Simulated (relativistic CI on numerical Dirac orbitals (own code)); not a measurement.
Computed by Dirac-Coulomb-Breit CI, KLI orbitals optimised for each configuration, QED by a radiative potential, unscaled Slater integrals (own radial code, finite nucleus).

The strongest absorption lines from the ground level of an ion, among the configurations computed and to levels below about 256 eV (vacuum wavelength in Å, gf): 90.657 (0.096), 93.347 (2.3), 93.747 (1.6), 95.230 (0.54), 97.090 (0.93), 100.16 (0.16), 121.48 (0.038), 167.30 (0.088).

Which ion is it?
A. Rb XIX
B. Rb XXIII
C. Rb XXI
D. Nb XXV

C. Rb XXI has 17 electrons and the ground level 3s2 3p5 2P°_3/2; the strongest line goes to 3s2 3p4 3d 2D_5/2. The pattern of lines fixes the number of electrons, and along that sequence the line energies rise steadily with the charge (about as its square where n changes within one kind of shell, about linearly where n is kept but much faster in heavy ions where fine structure, which grows about as Z⁴, sets the gap, and irregularly where shells cross), which fixes Z. Configurations outside the model, such as inner-shell arrays, can give stronger lines. At this charge energies of transitions that change n are usually good to better than 1 %, and those within a shell (Δn = 0) to a few per cent.

LS names give the leading component of a level, which can be under half, so a name can repeat, a term be missing and a line seem to break the LS rules.
